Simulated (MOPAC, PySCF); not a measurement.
H₄GeO₂, SMILES `[OH][GeH2][OH]` (H–O–Ge–O torsion -57°, O–Ge–O–H torsion 105°), neutral singlet in the gas phase. 

Cartesian coordinates (Å):
```xyz
7

O     -1.5881    -0.3479    -0.0645
Ge    -0.0276     0.4376     0.2305
O      1.2389    -0.7961     0.4085
H     -1.5826    -0.9236    -0.8322
H      0.3526     1.3488    -0.9550
H     -0.2006     1.1412     1.5738
H      1.8073    -0.8600    -0.3612
```
Charge 0, multiplicity 1.

All levels are single points at this geometry (PBE0-D3(BJ)/def2-TZVP); Pople sets use spherical d functions. Orbital energies aren't observables, and empty levels follow the basis.

```
level                            HOMO (eV)  LUMO (eV)  gap (eV)  dipole (D)  vertical IE, Delta-SCF (eV)
-------------------------------  ---------  ---------  --------  ----------  ---------------------------
PBE-D3(BJ)/def2-TZVP in PySCF        -6.98      -0.54      6.43        2.38                            –
ωB97X-D3(BJ)/def2-TZVP in PySCF     -11.19       2.30     13.49        2.55                            –
B3LYP/LANL2DZ in PySCF               -8.29       0.30      8.59        3.43                            –
AM1 in MOPAC                        -11.21       0.76     11.97        2.76                            –
PM3 in MOPAC                        -10.71       0.42     11.13        2.45                            –
PM6 in MOPAC                        -10.78       0.82     11.60        3.44                            –
```
